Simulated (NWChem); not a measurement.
System: BH2I; SMILES BI

The following NWChem deck was run.

```
start job
memory heap 200 mb stack 900 mb global 1100 mb
geometry units angstroms noautoz
  B      0.000000     0.000000    -1.827044
  H      0.000000     1.062647    -2.388074
  H      0.000000    -1.062647    -2.388074
  I      0.000000     0.000000     0.277358
end
basis spherical
  B library def2-svpd
  H library def2-svpd
  I library def2-svpd
end
ecp
  I library def2-ecp
end
dft
  xc xpbe96 cpbe96
  iterations 150
  vectors input atomic output neutral.movecs
end
task dft energy
charge 1
dft
  odft
  mult 2
  vectors input atomic output cation.movecs
end
task dft energy
charge -1
dft
  odft
  mult 2
  vectors input atomic output anion.movecs
end
task dft energy
```

Excerpt of the output:

```
             Northwest Computational Chemistry Package (NWChem) 7.3.0
             --------------------------------------------------------

 C2V symmetry detected

                             Geometry "geometry" -> ""
                             -------------------------

 Output coordinates in angstroms (scale by  1.889725989 to convert to a.u.)

  No.       Tag          Charge          X              Y              Z
 ---- ---------------- ---------- -------------- -------------- --------------
    1 B                    5.0000     0.00000000     0.00000000    -1.84018743
    2 H                    1.0000     0.00000000     1.06264700    -2.40121743
    3 H                    1.0000     0.00000000    -1.06264700    -2.40121743
    4 I                   53.0000     0.00000000     0.00000000     0.26421457

 Effective nuclear repulsion energy (a.u.)      90.8384415960

      Symmetry information
      --------------------

 Group name             C2v
 Group number             16
 Group order               4
 No. of unique centers     3

 Summary of "ao basis" -> "ao basis" (spherical)
 ------------------------------------------------------------------------------
       Tag                 Description            Shells   Functions and Types
 ---------------- ------------------------------  ------  ---------------------
 B                         def2-svpd                 8       20   4s2p2d
 H                         def2-svpd                 4        8   2s2p
 I                         def2-svpd                13       35   5s5p3d

      Symmetry analysis of basis
      --------------------------

        a1         32
        a2          7
        b1         14
        b2         18

            General Information
            -------------------
          SCF calculation type: DFT
          Wavefunction type:  closed shell.
          No. of atoms     :     4
          No. of electrons :    32
           Alpha electrons :    16
            Beta electrons :    16
          Charge           :     0
          Spin multiplicity:     1
          Use of symmetry is: on ; symmetry adaption is: on
          Maximum number of iterations: 150
          AO basis - number of functions:    71
                     number of shells:    29
          Convergence on energy requested:  1.00D-06
          Convergence on density requested:  1.00D-05
          Convergence on gradient requested:  5.00D-04

              XC Information
              --------------
          PerdewBurkeErnzerhof Exchange Functional  1.000
            Perdew 1991 LDA Correlation Functional  1.000 local
           PerdewBurkeErnz. Correlation Functional  1.000 non-local

             Grid Information
             ----------------
          Grid used for XC integration:  medium
          Radial quadrature: Mura-Knowles
          Angular quadrature: Lebedev.
          Tag              B.-S. Rad. Rad. Pts. Rad. Cut. Ang. Pts.
          ---              ---------- --------- --------- ---------
          B                   0.85       49          12.0       434
          H                   0.35       45          11.0       434
          I                   1.40      123          12.0       590
          Grid pruning is: on
          Number of quadrature shells:   217
          Spatial weights used:  Erf1

      Superposition of Atomic Density Guess
      -------------------------------------

 Sum of atomic energies:        -372.62936037

      Non-variational initial energy
      ------------------------------

 Total energy =    -322.590438
 1-e energy   =    -640.672218
 2-e energy   =     272.775413
 HOMO         =      -0.320594
 LUMO         =      -0.036624

      Symmetry analysis of molecular orbitals - initial
      -------------------------------------------------

  Numbering of irreducible representations:

     1 a1          2 a2          3 b1          4 b2

  Orbital symmetries:

     1 a1          2 a1          3 a1          4 b2          5 b1
     6 a1          7 b2          8 b1          9 a1         10 a2
    11 a1         12 a1         13 b2         14 a1         15 b1
    16 b2         17 b1         18 a1         19 a1         20 b2
    21 b1         22 a1         23 a1         24 a1         25 a2
    26 b2

   convergence    iter        energy       DeltaE   RMS-Dens  Diis-err
 ---------------- ----- ----------------- --------- --------- ---------
 d= 0,ls=0.0,diis     1   -323.6303364670 -3.69D+02  1.92D-02  2.10D-01
 d= 0,ls=0.0,diis     2   -323.5088677705  1.21D-01  1.32D-02  8.37D-01
 d= 0,ls=0.0,diis     3   -323.6619412574 -1.53D-01  3.61D-03  2.26D-02
 d= 0,ls=0.0,diis     4   -323.6664482673 -4.51D-03  1.07D-03  3.26D-03
 d= 0,ls=0.0,diis     5   -323.6669358222 -4.88D-04  1.22D-04  9.81D-05
  Resetting Diis
 d= 0,ls=0.0,diis     6   -323.6669549304 -1.91D-05  3.19D-05  3.70D-06
 d= 0,ls=0.0,diis     7   -323.6669556102 -6.80D-07  1.05D-05  4.15D-08
 d= 0,ls=0.0,diis     8   -323.6669555738  3.64D-08  6.47D-06  2.21D-07

         Total DFT energy =     -323.666955573802
      One electron energy =     -641.829048242357
           Coulomb energy =      299.766535490716
    Exchange-Corr. energy =      -26.910809967682
 Nuclear repulsion energy =       45.306367145521

 Numeric. integr. density =       31.999994150759

                  Occupations of the irreducible representations
                  ----------------------------------------------

                     irrep           alpha         beta
                     --------     --------     --------
                     a1                8.0          8.0
                     a2                1.0          1.0
                     b1                3.0          3.0
                     b2                4.0          4.0

                       DFT Final Molecular Orbital Analysis
                       ------------------------------------

 Vector   14  Occ=2.000000D+00  E=-3.186332D-01  Symmetry=a1
              MO Center=  3.4D-16, -8.5D-15, -6.8D-01, r^2= 3.2D+00
   Bfn.  Coefficient  Atom+Function         Bfn.  Coefficient  Atom+Function
  ----- ------------  ---------------      ----- ------------  ---------------
    50      0.493563  4 I  pz                 7      0.376025  1 B  pz
    53      0.338377  4 I  pz                47     -0.198332  4 I  pz
    21      0.165396  2 H  s                 29      0.165396  3 H  s
    44     -0.161215  4 I  pz                 3      0.158186  1 B  s
    39      0.110444  4 I  s                 40      0.082151  4 I  s

 Vector   15  Occ=2.000000D+00  E=-2.706130D-01  Symmetry=b1
              MO Center= -1.3D-15, -6.9D-16, -2.4D-02, r^2= 2.3D+00
   Bfn.  Coefficient  Atom+Function         Bfn.  Coefficient  Atom+Function
  ----- ------------  ---------------      ----- ------------  ---------------
    48      0.583621  4 I  px                51      0.464337  4 I  px
    45     -0.234141  4 I  px                42     -0.190001  4 I  px
     5     -0.188166  1 B  px                 8      0.092302  1 B  px
    65      0.029818  4 I  d  1              54      0.027318  4 I  px

 Vector   16  Occ=2.000000D+00  E=-2.371566D-01  Symmetry=b2
              MO Center= -4.9D-17, -3.8D-16, -1.8D-02, r^2= 2.7D+00
   Bfn.  Coefficient  Atom+Function         Bfn.  Coefficient  Atom+Function
  ----- ------------  ---------------      ----- ------------  ---------------
    49      0.597487  4 I  py                52      0.517349  4 I  py
    46     -0.239180  4 I  py                43     -0.193548  4 I  py
    21     -0.140731  2 H  s                 29      0.140731  3 H  s
     6      0.135334  1 B  py                 9     -0.093208  1 B  py
    55      0.039606  4 I  py                22     -0.035111  2 H  s

 Vector   17  Occ=0.000000D+00  E=-1.171954D-01  Symmetry=b1
              MO Center= -4.1D-15, -1.7D-15, -1.5D+00, r^2= 2.9D+00
   Bfn.  Coefficient  Atom+Function         Bfn.  Coefficient  Atom+Function
  ----- ------------  ---------------      ----- ------------  ---------------
     5      0.577561  1 B  px                 8     -0.410143  1 B  px
    51      0.274701  4 I  px                48      0.255398  4 I  px
    45     -0.099132  4 I  px                70     -0.095803  4 I  d  1
    65     -0.086170  4 I  d  1              42     -0.079442  4 I  px
    60      0.066993  4 I  d  1              19     -0.031705  1 B  d  1

 Vector   18  Occ=0.000000D+00  E=-2.104876D-02  Symmetry=a1
              MO Center= -1.4D-15, -2.8D-14,  2.4D-01, r^2= 7.3D+00
   Bfn.  Coefficient  Atom+Function         Bfn.  Coefficient  Atom+Function
  ----- ------------  ---------------      ----- ------------  ---------------
    56      0.558460  4 I  pz                 3      0.513321  1 B  s
     2      0.380816  1 B  s                 53      0.381907  4 I  pz
     7     -0.352615  1 B  pz                39     -0.339043  4 I  s
    40     -0.332591  4 I  s                 10      0.257054  1 B  pz
    50      0.218795  4 I  pz                41      0.216082  4 I  s

 Vector   19  Occ=0.000000D+00  E= 1.348930D-03  Symmetry=a1
              MO Center=  9.2D-15, -7.7D-14, -4.2D-01, r^2= 1.1D+01
   Bfn.  Coefficient  Atom+Function         Bfn.  Coefficient  Atom+Function
  ----- ------------  ---------------      ----- ------------  ---------------
     3      2.553519  1 B  s                  4     -2.437415  1 B  s
    22     -0.522801  2 H  s                 30     -0.522801  3 H  s
    56     -0.511787  4 I  pz                10     -0.426698  1 B  pz
    40      0.321293  4 I  s                 39      0.277580  4 I  s
    41     -0.278767  4 I  s                 27      0.269753  2 H  py

     Multipole analysis of the density
     ---------------------------------

     L   x y z        total         alpha         beta         nuclear
     -   - - -        -----         -----         ----         -------
     0   0 0 0     -0.000000    -16.000000    -16.000000     32.000000

     1   1 0 0     -0.000000     -0.000000     -0.000000      0.000000
     1   0 1 0      0.000000      0.000000      0.000000      0.000000
     1   0 0 1     -0.044088      6.968060      6.968060    -13.980208

     2   2 0 0    -25.127498    -12.563749    -12.563749      0.000000
     2   1 1 0     -0.000000     -0.000000     -0.000000      0.000000
     2   1 0 1     -0.000000     -0.000000     -0.000000      0.000000
     2   0 2 0    -26.444805    -17.254915    -17.254915      8.065025
     2   0 1 1     -0.000000     -0.000000     -0.000000      0.000000
     2   0 0 2    -24.379901    -66.127971    -66.127971    107.876042

                                 NWChem DFT Module
                                 -----------------

      Symmetry analysis of basis
      --------------------------

        a1         32
        a2          7
        b1         14
        b2         18

            General Information
            -------------------
          SCF calculation type: DFT
          Wavefunction type:  spin polarized.
          No. of atoms     :     4
          No. of electrons :    31
           Alpha electrons :    16
            Beta electrons :    15
          Charge           :     1
          Spin multiplicity:     2
          Use of symmetry is: on ; symmetry adaption is: on
          Maximum number of iterations: 150
          AO basis - number of functions:    71
                     number of shells:    29
          Convergence on energy requested:  1.00D-06
          Convergence on density requested:  1.00D-05
          Convergence on gradient requested:  5.00D-04

              XC Information
              --------------
          PerdewBurkeErnzerhof Exchange Functional  1.000
            Perdew 1991 LDA Correlation Functional  1.000 local
           PerdewBurkeErnz. Correlation Functional  1.000 non-local

             Grid Information
             ----------------
          Grid used for XC integration:  medium
          Radial quadrature: Mura-Knowles
          Angular quadrature: Lebedev.
          Tag              B.-S. Rad. Rad. Pts. Rad. Cut. Ang. Pts.
          ---              ---------- --------- --------- ---------
          B                   0.85       49          12.0       434
          H                   0.35       45          11.0       434
          I                   1.40      123          12.0       590
          Grid pruning is: on
          Number of quadrature shells:   217
          Spatial weights used:  Erf1

      Superposition of Atomic Density Guess
      -------------------------------------

 Sum of atomic energies:        -372.62936037

 Renormalizing density from      32.00 to     31

      Non-variational initial energy
      ------------------------------

 Total energy =    -319.351512
 1-e energy   =    -620.651211
 2-e energy   =     255.993332
 HOMO         =      -0.632056
 LUMO         =      -0.311304

   Symmetry analysis of molecular orbitals - initial alpha
   -------------------------------------------------------

  Numbering of irreducible representations:

     1 a1          2 a2          3 b1          4 b2

  Orbital symmetries:

     1 a1          2 a1          3 a1          4 b2          5 b1
     6 a1          7 b2          8 b1          9 a1         10 a2
    11 a1         12 a1         13 b2         14 a1         15 b1
    16 b2         17 b1         18 a1         19 a1         20 b2
    21 b1         22 a1         23 a1         24 a2         25 b2
    26 a1

   Symmetry analysis of molecular orbitals - initial beta
   ------------------------------------------------------

  Numbering of irreducible representations:

     1 a1          2 a2          3 b1          4 b2

  Orbital symmetries:

     1 a1          2 a1          3 a1          4 b2          5 b1
     6 a1          7 b2          8 b1          9 a1         10 a2
    11 a1         12 a1         13 b2         14 a1         15 b1
    16 b2         17 b1         18 a1         19 a1         20 b2
    21 b1         22 a1         23 a1         24 a2         25 b2
    26 a1

   convergence    iter        energy       DeltaE   RMS-Dens  Diis-err
 ---------------- ----- ----------------- --------- --------- ---------
 d= 0,ls=0.0,diis     1   -323.0571433908 -3.68D+02  2.48D-02  4.27D-01
                                                     2.52D-02  4.60D-01
 d= 0,ls=0.0,diis     2   -321.3406765167  1.72D+00  2.31D-02  2.29D+00
                                                     2.13D-02  1.93D+00
 d= 0,ls=0.0,diis     3   -323.2492445365 -1.91D+00  4.71D-03  5.91D-02
                                                     6.12D-03  6.72D-02
 d= 0,ls=0.0,diis     4   -323.2932089122 -4.40D-02  1.71D-03  1.60D-02
                                                     1.37D-03  1.40D-02
 d= 0,ls=0.0,diis     5   -323.3052441927 -1.20D-02  4.30D-04  8.02D-04
                                                     4.16D-04  8.02D-04
  Resetting Diis
 d= 0,ls=0.0,diis     6   -323.3058208889 -5.77D-04  1.40D-04  1.21D-04
                                                     1.15D-04  1.10D-04
 d= 0,ls=0.0,diis     7   -323.3059079078 -8.70D-05  1.45D-04  8.41D-06
                                                     2.07D-04  7.97D-06
 d= 0,ls=0.0,diis     8   -323.3058535475  5.44D-05  9.65D-05  6.04D-05
                                                     1.49D-04  6.87D-05
 d= 0,ls=0.0,diis     9   -323.3059165418 -6.30D-05  9.58D-06  1.93D-07
                                                     1.22D-05  1.95D-07
 d= 0,ls=0.0,diis    10   -323.3059167018 -1.60D-07  2.94D-06  2.37D-08
                                                     2.56D-06  1.88D-08

         Total DFT energy =     -323.305916701822
      One electron energy =     -632.889913089481
           Coulomb energy =      290.902787695059
    Exchange-Corr. energy =      -26.625158452920
 Nuclear repulsion energy =       45.306367145521

 Numeric. integr. density =       30.999994445370

[...]
```

Level: PBE/def2-SVPD with def2 effective core potentials on I, vertical spin-unrestricted ions. Structure relaxed at the PBE0/def2-SVP level. def2 effective core potentials on I; no spin-orbit coupling.
